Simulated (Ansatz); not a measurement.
Consider the hydrogenolysis of a B–C bond: `CBN([SiH3])[SiH3]` + H₂ → `BN([SiH3])[SiH3]` + CH₄.

Calculated with Ansatz (gas phase, PBE0-D4/def2-TZVP geometries, no zero-point term in ΔE). CCSD(T)/CBS is the MP2 limit (def2-TZVPP, def2-QZVPP) plus CCSD(T) − MP2 in def2-TZVPP, frozen cores. This one scheme is used for every species. DFT in def2-TZVPP. One conformer a species, not always the lowest.

```tsv
level	ΔE (kcal/mol)
revPBE-D4	-4.0
PBE0-D4	-5.5
BHLYP-D4	-7.7
PBE-QIDH	-6.4
BLYP	-8.9
r2SCANh	-6.1
CCSD(T)/def2-TZVPP	-6.6
CCSD/CBS(def2)	-7.2
```

(1) What does CCSD(T)/CBS give? (Best estimate.)

Largest T1 diagnostic among the species: 0.013.

## Answers

(1) Computed: -6.2 kcal/mol. The listed levels differ from it by 2.2, 0.7, -1.5, -0.2, -2.7, 0.1, -0.4, -1.0 kcal/mol.

The D4 term adds +2.3 kcal/mol with B3LYP and +1.3 kcal/mol with PBE0; it sums over pairs of atoms, weighted by their polarisabilities, and B3LYP, whose exchange is more repulsive, gets the larger term. At CCSD(T), def2-SVP lies −1.8 kcal/mol from the extrapolated value and def2-TZVPP −0.5 kcal/mol. In def2-TZVPP, CCSD(T) changes the Hartree–Fock value by +5.7 kcal/mol (the triples alone add +1.0 kcal/mol) and MP2 by +6.5 kcal/mol.

B3LYP here is the variant with VWN-RPA as its local correlation; programs differ in this.
